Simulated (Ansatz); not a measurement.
Geometry optimisation, Ansatz 0.2.0, UKS PBE0/STO-3G.

Input:

```yaml
crystal:
  periodic: [false, false, false]
  atoms:
    - { symbol: B, position_ang: [-0.4133, 1.4207, -0.0707] }
    - { symbol: "N", position_ang: [-0.4725, -0.0337, 0.2652] }
    - { symbol: C, position_ang: [0.6561, -0.3383, 1.1032] }
    - { symbol: C, position_ang: [-0.3463, -0.8239, -0.9687] }
    - { symbol: F, position_ang: [-1.5693, -0.6436, -1.728] }
    - { symbol: H, position_ang: [-1.3697, 2.1637, 0.2403] }
    - { symbol: H, position_ang: [0.4719, 1.9439, -0.6701] }
    - { symbol: H, position_ang: [1.6891, -0.1176, 0.5863] }
    - { symbol: H, position_ang: [0.6537, 0.2725, 2.0984] }
    - { symbol: H, position_ang: [0.6688, -1.4095, 1.4368] }
    - { symbol: H, position_ang: [-0.3806, -1.9153, -0.6896] }
    - { symbol: H, position_ang: [0.4889, -0.5739, -1.5691] }
magnetization:
  spin_polarized: true
basis:
  gaussian: { orbitals: STO-3G }
hamiltonian:
  xc: pbe0
relax:
  f_tol: 0.02
  max_steps: 40
```

Run as:

```bash
$ ansatz run input.yaml --threads 1 --pin off --max-ram 2048MiB --backend cpu --events-out ev --progress --plain --runs-dir out
```

Task: Where does it end, and by what steps?

Result: The run converged. Limits of this set-up: minimal basis. After 25 steps the energy has fallen by 2.631 eV; H11 moved furthest, 1.44 Å.

```tsv
step	energy less start (eV)	largest force component (eV/Å)	accepted
0	0.0000	4.878	yes
1	-0.5709	1.011	yes
2	-0.6863	1.156	yes
3	-0.8878	1.188	yes
4	-1.1495	1.332	yes
5	-1.5011	1.134	yes
6	-1.8737	0.902	yes
7	-2.1912	0.786	yes
8	-2.3853	0.627	yes
9	-2.4808	0.488	yes
10	-2.5101	0.482	yes
11	-2.5008	0.695	no
12	-2.5199	0.032	yes
13	-2.5237	0.103	yes
14	-2.5259	0.110	yes
15	-2.5266	0.367	yes
16	-2.5345	0.268	yes
17	-2.5587	0.134	yes
18	-2.5614	0.953	yes
19	-2.6001	0.158	yes
20	-2.6193	0.259	yes
21	-2.6182	0.335	no
22	-2.6284	0.091	yes
23	-2.6294	0.176	yes
24	-2.6306	0.047	yes
25	-2.6306	0.013	yes
```

```xyz
12
Properties=species:S:1:pos:R:3
B -0.247 1.574 -0.186
N -0.004 0.219 -0.021
C 0.363 -0.412 1.278
C -0.119 -0.777 -1.137
F -1.182 -1.652 -0.922
H -0.143 2.286 0.735
H -0.539 1.967 -1.248
H 1.356 -0.890 1.207
H 0.388 0.361 2.057
H -0.377 -1.183 1.552
H 0.840 -1.353 -1.202
H -0.259 -0.196 -2.078
```

Whether the end is a true minimum wasn't checked by a vibrational analysis.

Run time: 79 s on 1 thread of Arm Neoverse V2 (shared host), peak memory 0.16 GiB.
